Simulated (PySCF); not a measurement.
Compound: C4H5ClF2O2.
SMILES with atom numbers: `[F:1][C@@H:2]1[O:3][CH2:4][O:5][CH2:6][C@@:7]1([F:8])[Cl:9]` (hydrogens: H10 on C2; H11, H12 on C4; H13, H14 on C6)

Computed with TDDFT CAM-B3LYP/def2-SVPD, vertical, gas phase, core orbitals frozen in the response in PySCF 2.14.0, density-fitted response routines. One conformer (not necessarily the lowest) at the GFN2-xTB geometry, without solvent, vibrations or thermal averaging.

Kohn–Sham orbitals with the atoms that hold most of them (Löwdin shares over 4%, at most four atoms; ? is withheld):

```csv
orbital,ε (eV),atoms
HOMO-3,-11.05,"Cl9 58%, O3 10%, O5 7%, C7 5%"
HOMO-2,-11.01,"Cl9 64%, O5 13%, C7 6%, O3 4%"
HOMO-1,-10.46,?
HOMO,?,"O5 34%, Cl9 16%, O3 10%, C7 10%"
LUMO,1.01,?
LUMO+1,1.16,"C4 13%, Cl9 13%, C6 12%, O5 9%"
LUMO+2,1.78,"Cl9 27%, O5 12%, O3 10%, H10 9%"
```

Give the leading atoms of the HOMO-1.

O3 (bonded to 2 C) 27%; Cl9 (bonded to C) 24%; O5 (bonded to 2 C) 18%; C4 (bonded to 2 O and 2 H) 8%. By element: oxygen 44%, chlorine 24%, carbon 8% or more.

Which atoms hold the LUMO, and with what shares?

Cl9 (bonded to C) 56%; C7 (bonded to 2 C, Cl and F) 21%; C2 (bonded to C, F, O and H) 5%; F1 (bonded to C) 4%. By element: chlorine 56%, carbon 25% or more, fluorine 4% or more.

What is the HOMO energy, and the HOMO–LUMO gap?

ε(HOMO) = -9.97 eV; the gap is 10.99 eV (0.4038 hartree).

How does S1 compare with the orbital gap of 10.99 eV?

S1 is at 7.31 eV (f = 0.0007), 3.68 eV below the gap, made of HOMO→LUMO (68%), HOMO-2→LUMO (14%). 

Next come S2 at 7.66 eV (f 0.0008), HOMO-1→LUMO (42%), HOMO-3→LUMO (30%), HOMO-2→LUMO (14%); S3 at 8.11 eV (f 0.0095), HOMO→LUMO+1 (67%); S4 at 8.24 eV (f 0.0049), HOMO-2→LUMO (46%), HOMO-3→LUMO (17%), HOMO→LUMO (15%); S5 at 8.57 eV (f 0.017), HOMO-1→LUMO (30%), HOMO-1→LUMO+1 (27%), HOMO-3→LUMO (21%).

The run took 71 s wall on an Arm Neoverse V2 with one thread, no GPU, shared host.
